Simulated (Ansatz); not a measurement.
Cartesian coordinates in Å:
```
C -1.556 1.605 2.170
N -0.776 0.930 1.205
W 0.288 0.030 0.185
O -0.635 -1.619 -0.221
C -1.925 -1.810 -0.720
O 1.370 -1.083 1.255
C 1.272 -2.294 1.935
O -0.386 0.634 -1.525
C 0.082 0.128 -2.743
O 1.834 1.082 -0.178
C 2.016 2.364 -0.696
H -2.210 0.907 2.702
H -0.918 2.104 2.907
H -2.183 2.365 1.691
H -2.172 -1.061 -1.482
H -2.666 -1.731 0.085
H -2.001 -2.808 -1.164
H 0.977 -2.125 2.977
H 2.241 -2.801 1.924
H 0.524 -2.933 1.452
H -0.473 0.592 -3.564
H 1.150 0.342 -2.883
H -0.055 -0.960 -2.804
H 1.285 2.570 -1.487
H 1.893 3.118 0.091
H 3.025 2.452 -1.109
```

Charge 0, multiplicity 1. W takes the def2 core potential.

Problem. List the PBE0/def2-TZVPP orbital energies in eV (Ansatz). (Best estimate.)

Solution. The calculation gave: Occupied: -522.47, -522.40, -522.31, -522.22, -391.40, -279.15, -279.15, -279.11, -279.09, -278.99, -83.37, -46.49, -46.26, -46.23, -28.02, -27.66, -27.39, -27.31, -23.82, -18.88, -18.75, -18.47, -18.40, -17.93, -13.71, -13.53, -13.35, -13.13, -12.99, -12.91, -12.55, -12.50, -12.30, -12.27, -12.22, -12.14, -11.93, -11.82, -11.58, -9.51, -9.33, -8.80, -8.56, -8.24, -8.12, -7.62, -7.61, -7.25, -7.15. Lowest empty: -1.40, -0.06, 0.18, 0.30, 0.90, 1.79, 1.92, 2.13.
